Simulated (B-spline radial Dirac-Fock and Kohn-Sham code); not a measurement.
## Photoelectron lines of Re⁶⁺ at 7790 eV

System: Re⁶⁺, configuration [Xe] 4f14 5d1.

Calculated with an atomic code on a B-spline grid, using the independent-particle Dirac-Slater model, thresholds from Dirac-Fock. The asymmetry parameter β is from the dipole term alone. Kinetic energies are from the vacuum level. Open shells are spread statistically over j, without multiplet splitting.

```csv
subshell,electrons,binding (eV),kinetic (eV),σ (kb),β
M1 (3s),2,3032.7,4757.3,6.00,1.94
M2 (3p1/2),2,2778.2,5011.8,7.73,1.59
M3 (3p3/2),4,2465.3,5324.7,13.8,1.69
M4 (3d3/2),4,2043.4,5746.6,7.89,1.25
M5 (3d5/2),6,1976.8,5813.2,10.5,1.15
N1 (4s),2,724.0,7066.0,1.60,1.95
N2 (4p1/2),2,617.3,7172.7,1.80,1.62
N3 (4p3/2),4,544.3,7245.7,3.10,1.72
N4 (4d3/2),4,369.0,7421.0,1.52,1.25
N5 (4d5/2),6,355.5,7434.5,2.00,1.13
N6 (4f5/2),6,133.2,7656.8,0.143,0.74
N7 (4f7/2),8,130.8,7659.2,0.175,0.72
O1 (5s),2,175.3,7614.7,0.316,1.95
O2 (5p1/2),2,138.8,7651.2,0.308,1.62
O3 (5p3/2),4,126.6,7663.4,0.524,1.72
O4 (5d3/2),0.4,81.57,7708.4,0.0184,1.24
O5 (5d5/2),0.6,80.26,7709.7,0.0244,1.12
```

Branching ratios of the spin-orbit partners (statistical value in brackets): 3p 1.78 (2.00), 3d 1.33 (1.50), 4p 1.72 (2.00), 4d 1.32 (1.50), 4f 1.23 (1.33), 5p 1.70 (2.00), 5d 1.32 (1.50).
